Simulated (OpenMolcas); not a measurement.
**Levels of Bi V by method**

```json
{
 "Program": "OpenMolcas",
 "Basis": "ANO-R1 [7s6p4d2f]",
 "Scalar Hamiltonian": "X2C, finite nucleus",
 "Active space": "1 electron in 4 orbitals (6s 6p)",
 "State averaging": "2S+1 = 2 even, 1 root; 2S+1 = 2 odd, 3 roots",
 "Spin-orbit coupling": "RASSI with atomic mean-field integrals over the reference wave functions, term energies averaged over their components"
}
```

Methods on the same reference wave functions:
A. CASSCF
B. SS-CASPT2, IPEA 0.25 Eh, imaginary shift 0.1 Eh (closed shells correlated: 5d)

Energies in cm-1 above 6s 2S 1/2, the measured ground level; measured values from Moore, Atomic Energy Levels, vol. III, NSRDS-NBS 35 (1971 reprint of NBS Circular 467, 1958).

| Level | A | B | Measured |
| --- | --- | --- | --- |
| 6s 2S 1/2 | 0.0 | 0.0 | 0.0 |
| 6p 2P* 1/2 | 85040 | 87196 | 87754 |
| 6p 2P* 3/2 | 112196 | 114352 | 115674 |

Deviations, from unrounded energies. A percentage is the sum of absolute deviations over the sum of measured energies, with the sign that they share, or ± where signs differ.

| Against measurement | Levels | A | B |
| --- | --- | --- | --- |
| mean absolute deviation (cm-1) | 2 | 3100 | 940 |
| other configurations (%) | 2 | -3.0 | -0.9 |

B lies closest to measurement on these levels. The largest miss of B in the table is 6p 2P* 3/2, by -1300 cm-1. The ranking rests on the paired levels alone, and a cruder setting can come out closer through cancelling errors.

The lowest spin-free term lies below A's lowest term by 0.260 hartree in B.

Spin-orbit splittings of 6p shells tend to come out small when the coupling is added on scalar orbitals. The basis is small and was not contracted for so high a charge. With one active electron the reference holds no correlation, so core polarisation is missing (holds for A). With one active electron, CASPT2 adds the correlation within the correlated inactive shells and between them and that electron, and leaves the splitting within a term as the reference gives it (holds for B). Computed and measured levels are paired by configuration, term and J; levels that our copy of the source lacks, or whose pairing is in doubt (as where it misses far off the trend of its configuration), stay unpaired and out of the deviations. Only configurations of the active space appear.

* marks odd parity.
